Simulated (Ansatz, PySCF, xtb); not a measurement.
Reaction 2 R1 + R2 → P1 + 2 P2, each structure at its B3LYP-D3(BJ)/def2-TZVP stationary point, reached from a drawn start (curvature not checked).
R1: H2 (SMILES [H][H]), charge 0, multiplicity 1.
P1, NH3 (SMILES N) (charge 0, multiplicity 1, Z-matrix in Å and degrees):
```
N
H 1 1.0136
H 1 1.0136 2 107.33
H 1 1.0136 2 107.33 3 -115.10
```
P2: SiH4 (SMILES [SiH4]), charge 0, multiplicity 1.
R2, H7NSi2 (SMILES [SiH3]N[SiH3]) (charge 0, multiplicity 1):
```tsv
atom	x (Å)	y (Å)	z (Å)
Si	1.5258	-0.2233	0.2871
N	-0.0083	-0.3810	-0.4968
Si	-1.5210	0.3662	-0.1141
H	2.6016	-0.0045	-0.7106
H	1.4399	0.9361	1.2009
H	1.8946	-1.4275	1.0742
H	-0.0405	-1.0586	-1.2477
H	-2.4897	-0.5792	0.4970
H	-2.1557	0.9159	-1.3370
H	-1.2468	1.4559	0.8471
```

P less R. No zero-point or thermal terms.

Correlated levels freeze the cores.

Programs: Ansatz (Gaussian orbitals); PySCF for the D3/D4 terms; xtb for the GFN methods. Each number belongs to the level named beside it.

```json
[
 {"level": "GFN1-xTB", "reaction energy (eV)": "-0.430"},
 {"level": "PBE/def2-TZVPP", "reaction energy (eV)": "0.364"},
 {"level": "r2SCAN/def2-TZVPP", "reaction energy (eV)": "0.545"},
 {"level": "r2SCAN-D3(BJ)/def2-TZVPP", "reaction energy (eV)": "0.572"},
 {"level": "B97M-V/def2-TZVPP", "reaction energy (eV)": "0.464"},
 {"level": "wB97X-V/def2-TZVPP", "reaction energy (eV)": "0.503"},
 {"level": "B2PLYP-D3(BJ)/def2-TZVPP", "reaction energy (eV)": "0.569"},
 {"level": "MP2/cc-pV(Q+d)Z", "reaction energy (eV)": "0.735"},
 {"level": "SCS-MP2/cc-pV(T+d)Z", "reaction energy (eV)": "(withheld)"}
]
```

Question: Fill in the missing entries.

Answer: 
- SCS-MP2/cc-pV(T+d)Z, reaction energy (eV): 0.635

Ansatz is an electronic-structure program.
